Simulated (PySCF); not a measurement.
**Steps of a relaxation of [Pb(OH)3]+**

[Pb(OH)3]+ (singlet). PySCF 2.14.0, RKS r2SCAN, Pb def2-SVP with ECP60, O def2-SVP, H def2-SVP; non-relativistic Hamiltonian with scalar-relativistic core potentials where named; density fitting; no spin-orbit coupling. Origin of the start: displaced along the imaginary mode. Columns: position (Å) and force (eV/Å). Energies are counted from the last step; some of the 19 steps are shown. Forces carry noise of the integration grid, about 0.01 to 0.03 eV/Å.

Run from Python with OMP_NUM_THREADS=2. Where DIIS fails, smearing, a level shift and second-order steps follow.
It took 74 s on 2 threads of Arm Neoverse V1, with other jobs on the host, from the converged density of the start.

```xyz
7
step 0  E = 0.461 eV
Pb    0.0000    0.0000    0.0703     0.01    0.00   -0.12
O     2.0222   -0.0202   -0.3338     0.87    0.29    1.29
H     2.5893    0.2500    0.4633    -0.86   -0.32   -1.26
O    -0.9936    1.7613   -0.3338    -0.70    0.62    1.30
H    -1.5111    2.1174    0.4633     0.70   -0.58   -1.26
O    -1.0286   -1.7412   -0.3338    -0.19   -0.92    1.30
H    -1.0781   -2.3674    0.4633     0.15    0.90   -1.26
```

```xyz
7
step 6  E = 0.129 eV
Pb    0.0000    0.0000   -0.0124     0.01    0.01   -0.12
O     2.0257   -0.2999   -0.1546     0.36    0.64    0.57
H     2.4814    0.4570    0.3117    -0.26   -0.62   -0.52
O    -0.7532    1.9043   -0.1546    -0.75   -0.01    0.55
H    -1.6364    1.9204    0.3117     0.66    0.08   -0.52
O    -1.2726   -1.6044   -0.1546     0.38   -0.63    0.56
H    -0.8449   -2.3774    0.3117    -0.41    0.53   -0.52
```

```xyz
7
step 12  E = 0.012 eV
Pb    0.0000    0.0000    0.0256     0.02   -0.01    0.02
O     2.0233   -0.3441    0.0016     0.13    0.23    0.07
H     2.5148    0.4995    0.1428    -0.15   -0.24   -0.08
O    -0.7137    1.9242    0.0016    -0.28    0.01    0.07
H    -1.6899    1.9281    0.1428     0.28   -0.01   -0.08
O    -1.3096   -1.5802    0.0016     0.13   -0.23    0.08
H    -0.8248   -2.4276    0.1428    -0.13    0.25   -0.08
```

**Question.** Where does the relaxation end?

**Answer.** It converges at step 18 in C3h:
```xyz
7
step 18  E = 0
Pb    0.0000    0.0000    0.0644
O     2.0217   -0.3476    0.0660
H     2.5113    0.5018    0.0654
O    -0.7099    1.9246    0.0660
H    -1.6902    1.9239    0.0654
O    -1.3118   -1.5771    0.0660
H    -0.8211   -2.4257    0.0654
```

**Question.** How did the contacts change?

**Answer.** 
```json
{"contact": "Pb1–O2 (OH)", "start (Å)": "2.062", "end (Å)": "2.051"}
{"contact": "Pb1–O4 (OH)", "start (Å)": "2.062", "end (Å)": "2.051"}
{"contact": "Pb1–O6 (OH)", "start (Å)": "2.062", "end (Å)": "2.051"}
```


No frequency check is given that shows the relaxed geometry to be a minimum.
